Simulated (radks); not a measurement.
Excited configurations of the promethium ion Pm3+: one electron is placed in a higher orbital outside [Xe] 4f3. The ground configuration is [Xe] 4f4. Method: Dirac Kohn-Sham, PBE, spin-unpolarised, spherical densities, finite nucleus; open shells fill j = l - 1/2 first; Fermi nuclear charge, rms radius 4.962 fm; computed with a radial shooting solver on a logarithmic mesh with Libxc functionals. Excitation = E - E(ground); binding = E(ion) - E, where the ion is the core of charge +4; n* = 4/sqrt(2 binding) in atomic units, and the quantum defect is n - n*.

[
 {"outer orbital": "5d3/2", "excitation (eV)": "9.750", "binding (eV)": "31.479", "n*": "2.630", "quantum defect": "2.370", "eigenvalue (eV)": "-26.307", "<r> (bohr)": "2.132"},
 {"outer orbital": "5f5/2", "excitation (eV)": "26.937", "binding (eV)": "14.291", "n*": "3.903", "quantum defect": "1.097", "eigenvalue (eV)": "-11.823", "<r> (bohr)": "4.166"},
 {"outer orbital": "6s1/2", "excitation (eV)": "13.858", "binding (eV)": "27.370", "n*": "2.820", "quantum defect": "3.180", "eigenvalue (eV)": "-23.952", "<r> (bohr)": "3.123"},
 {"outer orbital": "6d3/2", "excitation (eV)": "25.760", "binding (eV)": "15.469", "n*": "3.751", "quantum defect": "2.249", "eigenvalue (eV)": "-13.501", "<r> (bohr)": "4.753"},
 {"outer orbital": "7s1/2", "excitation (eV)": "26.296", "binding (eV)": "14.933", "n*": "3.818", "quantum defect": "3.182", "eigenvalue (eV)": "-13.327", "<r> (bohr)": "5.639"},
 {"outer orbital": "7p1/2", "excitation (eV)": "28.226", "binding (eV)": "13.003", "n*": "4.092", "quantum defect": "2.908", "eigenvalue (eV)": "-11.553", "<r> (bohr)": "6.255"},
 {"outer orbital": "7d3/2", "excitation (eV)": "31.493", "binding (eV)": "9.736", "n*": "4.729", "quantum defect": "2.271", "eigenvalue (eV)": "-8.600", "<r> (bohr)": "7.912"}
]

The Delta-SCF ionisation energy is 41.228 eV (NIST Atomic Spectra Database: 41.2 eV, semi-empirical). Self-interaction in the functional shifts the binding energies and quantum defects, so they are the method's values and not measured ones. Spin polarisation and multiplet splitting are left out, so open shells lie too high by an amount that depends on their filling.

Beside tabulated values, note that spin-unpolarised runs miss the spin-polarisation part of the exchange energy of open shells.
